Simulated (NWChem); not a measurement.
All runs are NWChem calculations. System: trichloroethylene (C2HCl3), charge 0, spin multiplicity 1, at a geometry optimised with PBE0/def2-SVP. Level: G0W0@PBE/def2-TZVP, RI basis def2-tzvp-rifit.

The NWChem input:

```
start mol
memory heap 200 mb stack 700 mb global 1700 mb
geometry units angstroms nocenter noautoz
  Cl    -2.191735    -0.616846     0.000000
  C     -0.960438     0.568262     0.000000
  C      0.347655     0.278849     0.000000
  Cl     0.965768    -1.316964     0.000000
  Cl     1.518524     1.540358     0.000000
  H     -1.296781     1.606009     0.000000
  symmetry group Cs
end
basis spherical
  * library def2-tzvp
end
basis "ri basis" bse spherical
  * library def2-tzvp-rifit
end
dft
  xc xpbe96 cpbe96
  iterations 100
  direct
  tolerances tight
end
task dft energy
gw
  method cdgw
  states alpha occ 4 vir 2
end
task dft gw
```

NWChem printed:

```
             Northwest Computational Chemistry Package (NWChem) 7.3.0
             --------------------------------------------------------

                                NWChem Input Module
                                -------------------

 Scaling coordinates for geometry "geometry" by  1.889725989
 (inverse scale =  0.529177249)

 Turning off AUTOSYM since
 SYMMETRY directive was detected!

                             Geometry "geometry" -> ""
                             -------------------------

 Output coordinates in angstroms (scale by  1.889725989 to convert to a.u.)

  No.       Tag          Charge          X              Y              Z
 ---- ---------------- ---------- -------------- -------------- --------------
    1 Cl                  17.0000    -2.19173500    -0.61684600     0.00000000
    2 C                    6.0000    -0.96043800     0.56826200     0.00000000
    3 C                    6.0000     0.34765500     0.27884900     0.00000000
    4 Cl                  17.0000     0.96576800    -1.31696400     0.00000000
    5 Cl                  17.0000     1.51852400     1.54035800     0.00000000
    6 H                    1.0000    -1.29678100     1.60600900     0.00000000

 Effective nuclear repulsion energy (a.u.)     318.3106696934

            Nuclear Dipole moment (a.u.)
            ----------------------------
        X                 Y               Z
 ---------------- ---------------- ----------------
    -0.0000188973    -0.0000170075     0.0000000000

      Symmetry information
      --------------------

 Group name             Cs
 Group number              2
 Group order               2
 No. of unique centers     6

      Symmetry unique atoms

     1    2    3    4    5    6


 Summary of "ao basis" -> "" (spherical)
 ------------------------------------------------------------------------------
       Tag                 Description            Shells   Functions and Types
 ---------------- ------------------------------  ------  ---------------------
 *                         def2-tzvp                  on all atoms

 new library libraries.bse/

 Summary of "ri basis" -> "" (spherical)
 ------------------------------------------------------------------------------
       Tag                 Description            Shells   Functions and Types
 ---------------- ------------------------------  ------  ---------------------
 *                      def2-tzvp-rifit               on all atoms

  pbe96 is a nonlocal functional; adding pw91lda local functional.

                                 NWChem DFT Module
                                 -----------------

 Summary of "ao basis" -> "ao basis" (spherical)
 ------------------------------------------------------------------------------
       Tag                 Description            Shells   Functions and Types
 ---------------- ------------------------------  ------  ---------------------
 Cl                        def2-tzvp                13       37   5s5p2d1f
 C                         def2-tzvp                11       31   5s3p2d1f
 H                         def2-tzvp                 4        6   3s1p

 Summary of "ao basis" -> "ao basis" (spherical)
 ------------------------------------------------------------------------------
       Tag                 Description            Shells   Functions and Types
 ---------------- ------------------------------  ------  ---------------------
 Cl                        def2-tzvp                13       37   5s5p2d1f
[...]
   Bfn.  Coefficient  Atom+Function         Bfn.  Coefficient  Atom+Function
  ----- ------------  ---------------      ----- ------------  ---------------
    17      0.272795  1 Cl pz                45     -0.246595  2 C  pz
    20      0.229501  1 Cl pz               153      0.230346  5 Cl pz
    76     -0.227490  3 C  pz                48     -0.221375  2 C  pz
    79     -0.208102  3 C  pz               116      0.205664  4 Cl pz
   156      0.188852  5 Cl pz               119      0.178385  4 Cl pz

 Vector   33  Occ=0.000000D+00  E=-6.575088D-02  Symmetry=a"
              MO Center= -2.8D-01,  3.0D-01,  4.3D-15, r^2= 3.0D+00
   Bfn.  Coefficient  Atom+Function         Bfn.  Coefficient  Atom+Function
  ----- ------------  ---------------      ----- ------------  ---------------
    51      0.516566  2 C  pz                82     -0.495123  3 C  pz
    76     -0.333149  3 C  pz                79     -0.324715  3 C  pz
    45      0.312030  2 C  pz                48      0.288007  2 C  pz
    20     -0.233997  1 Cl pz               119      0.224729  4 Cl pz
   156      0.220806  5 Cl pz                17     -0.128185  1 Cl pz

 Vector   34  Occ=0.000000D+00  E=-4.205196D-02  Symmetry=a'
              MO Center=  7.9D-01,  6.4D-01, -1.9D-15, r^2= 4.2D+00
   Bfn.  Coefficient  Atom+Function         Bfn.  Coefficient  Atom+Function
  ----- ------------  ---------------      ----- ------------  ---------------
    73      0.935969  3 C  s                 72      0.890037  3 C  s
    42     -0.515842  2 C  s                141     -0.468591  5 Cl s
   155      0.425486  5 Cl py                41     -0.421646  2 C  s
   154      0.382302  5 Cl px               118     -0.294982  4 Cl py
    50      0.263356  2 C  py               152      0.250304  5 Cl py

 Vector   35  Occ=0.000000D+00  E=-3.418960D-02  Symmetry=a'
              MO Center= -2.3D-01, -5.2D-01,  5.3D-15, r^2= 4.2D+00
   Bfn.  Coefficient  Atom+Function         Bfn.  Coefficient  Atom+Function
  ----- ------------  ---------------      ----- ------------  ---------------
    73      0.587386  3 C  s                118     -0.462522  4 Cl py
   104     -0.449411  4 Cl s                 72      0.426656  3 C  s
     5     -0.419546  1 Cl s                 49     -0.330409  2 C  px
    18     -0.314263  1 Cl px                19     -0.304258  1 Cl py
    78     -0.282602  3 C  py               115     -0.270260  4 Cl py

 center of mass
 --------------
 x =   0.02283795 y =  -0.02872322 z =   0.00000000

 moments of inertia (a.u.)
 ------------------
         586.738879996876        -275.449898265582           0.000000000000
        -275.449898265582        1054.986506981618           0.000000000000
           0.000000000000           0.000000000000        1641.725386978494

     Multipole analysis of the density
     ---------------------------------

     L   x y z        total         alpha         beta         nuclear
     -   - - -        -----         -----         ----         -------
     0   0 0 0     -0.000000    -32.000000    -32.000000     64.000000

     1   1 0 0     -0.096390     -0.048186     -0.048186     -0.000019
     1   0 1 0      0.282172      0.141094      0.141094     -0.000017
     1   0 0 1      0.000000      0.000000      0.000000      0.000000

     2   2 0 0    -36.165130   -276.379435   -276.379435    516.593740
     2   1 1 0     -0.749085    -65.278488    -65.278488    129.807891
     2   1 0 1      0.000000      0.000000      0.000000      0.000000
     2   0 2 0    -34.285768   -162.257486   -162.257486    290.229205
     2   0 1 1     -0.000000     -0.000000     -0.000000      0.000000
     2   0 0 2    -36.919380    -18.459690    -18.459690      0.000000

 Task  times  cpu:       37.7s     wall:       37.7s

                                NWChem Input Module
                                -------------------

                                 NWChem GW Module
                                 ----------------

                             ***********************
                             ***        GW       ***
                             ***********************

 Summary of "ri basis" -> "ri basis" (spherical)
 ------------------------------------------------------------------------------
       Tag                 Description            Shells   Functions and Types
 ---------------- ------------------------------  ------  ---------------------
 Cl                     def2-tzvp-rifit             29      113   9s7p6d5f2g
 C                      def2-tzvp-rifit             22       76   8s6p4d3f1g
 H                      def2-tzvp-rifit              7       15   4s2p1d

                 Memory Information
                 ------------------
          Available GA per process is          1699.8 MBs
          Available stack per process is        700.0 MBs
          Available heap per process is           0.0 MBs

          Peak memory in Initialization
              Peak GA per process is                 25.6 MBs
              Peak stack per process is               0.3 MBs
              Peak heap per process is               26.6 MBs
              Memory not in MA per process            0.0 MBs

          Peak memory in CDGW Calculation
              Peak GA per process is                 29.8 MBs
              Peak stack per process is               3.9 MBs
              Peak heap per process is                4.2 MBs
              Memory not in MA per process            0.0 MBs

          Computing 2-center integrals
          Computing Inverse Cholesky factor
          Computing 3-center integrals
          Computing Vxc

          Computing Sigma_x
          Computing W(iw) on the imaginary grid
          Solving quasiparticle equations

                  Alpha Orbitals
          State     Energy (eV)     Error (eV)
          -----------------------------------
@GW        29        -11.183           0.002
@GW        30        -11.113           0.002
@GW        31        -10.740           0.002
@GW        32         -8.960           0.004
@GW        33          0.971           0.002
@GW        34          1.828           0.002

     GW Timing Statistics
   ------------------------
   Init.   :          0.1s
     ERIs  :          2.3s
     Distr.:          0.0s
     Vxc   :          0.4s
   Vmo     :          0.0s
   iW      :          5.5s
   I_n     :          0.0s
   R_n     :          1.3s
   GW total:          9.6s

 Task  times  cpu:        9.6s     wall:        9.6s

 Total times  cpu:       47.3s     wall:       47.3s
```
